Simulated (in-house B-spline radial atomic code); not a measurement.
Successive ionisation energies of palladium; each step leads to the configuration of the next row (after the last: bare). Dirac energy differences include first-order Breit, QED and recoil terms. NIST's values go from ground level to ground level; the uncertainty of those that are theory runs from under 0.1 % in few-electron ions to several per cent in heavy many-electron ones. Computed with a radial B-spline atomic code at the basis-set limit: Dirac-Hartree-Fock, jj configuration that fills j = l - 1/2 first, finite nuclei.

A number in brackets counts the electrons of a j subshell.

| ion | configuration | ionisation energy (eV) | tabulated value (eV) | tabulated kind | computed minus tabulated (eV) | highest orbital | largest mean radius (bohr) |
| --- | --- | --- | --- | --- | --- | --- | --- |
| Pd31+ | [Ne] 3s2 3p1/2(2) 3p3/2(1) | 1852.1 | 1869 | semi-empirical | -17 | 3p3/2 | 0.33653 |
| Pd32+ | [Ne] 3s2 3p1/2(2) | 1957.4 | 1962 | semi-empirical | -5 | 3p1/2 | 0.33438 |
| Pd33+ | [Ne] 3s2 3p1/2(1) | 2033.6 | 2016 | semi-empirical | 18 | 3p1/2 | 0.33222 |
| Pd34+ | [Ne] 3s2 | 2174.0 | 2181 | semi-empirical | -7 | 3s1/2 | 0.33008 |
| Pd35+ | [Ne] 3s1 | 2248.0 | 2248.87 | semi-empirical | -1 | 3s1/2 | 0.32773 |
| Pd36+ | [He] 2s2 2p6 | 5277.4 | 5284 | semi-empirical | -7 | 2p3/2 | 0.13494 |
| Pd37+ | [He] 2s2 2p1/2(2) 2p3/2(3) | 5475.0 | 5475 | semi-empirical | 0 | 2p3/2 | 0.13401 |
| Pd38+ | [He] 2s2 2p1/2(2) 2p3/2(2) | 5675.5 | 5683 | semi-empirical | -7 | 2p3/2 | 0.1331 |
| Pd39+ | [He] 2s2 2p1/2(2) 2p3/2(1) | ? | ? | semi-empirical | ? | ? | ? |
| Pd40+ | [He] 2s2 2p1/2(2) | 6249.5 | 6242 | semi-empirical | 7 | 2p1/2 | 0.1313 |
| Pd41+ | [He] 2s2 2p1/2(1) | ? | ? | semi-empirical | ? | ? | ? |
| Pd42+ | [He] 2s2 | 6751.9 | 6759 | semi-empirical | -7 | 2s1/2 | 0.12946 |
| Pd43+ | [He] 2s1 | ? | ? | tabulated theory | ? | ? | ? |
| Pd44+ | 1s2 | 28773.7 | 28776.03 | tabulated theory | -2 | 1s1/2 | 0.031621 |
| Pd45+ | 1s1 | 29622.6 | 29622.68 | tabulated theory | 0 | 1s1/2 | 0.031349 |

Task: Fill in the row of Pd39+.

Result: ionisation energy (eV): 5879.1; tabulated value (eV): 5880; computed minus tabulated (eV): -1; highest orbital: 2p3/2; largest mean radius (bohr): 0.13219.

Task: Fill in the row of Pd41+.

Result: ionisation energy (eV): 6474.7; tabulated value (eV): 6469; computed minus tabulated (eV): 6; highest orbital: 2p1/2; largest mean radius (bohr): 0.13038.

Task: Fill in the row of Pd43+.

Result: ionisation energy (eV): 6942.9; tabulated value (eV): 6943.097; computed minus tabulated (eV): 0; highest orbital: 2s1/2; largest mean radius (bohr): 0.12863.

Task: Where is the largest jump?

Result: From Pd43+ to Pd44+, by a factor of 4.14 (6942.9 to 28774 eV); the highest orbital goes from 2s1/2 to 1s1/2.

Task: How far is this level of theory from the measured and semi-empirical values?

Result: Over those 12 rows the differences run from -16.9 to +17.6 eV (mean absolute value 6.9 eV). The calculation leaves out correlation and, in open shells, the multiplet splittings that an average leaves out.
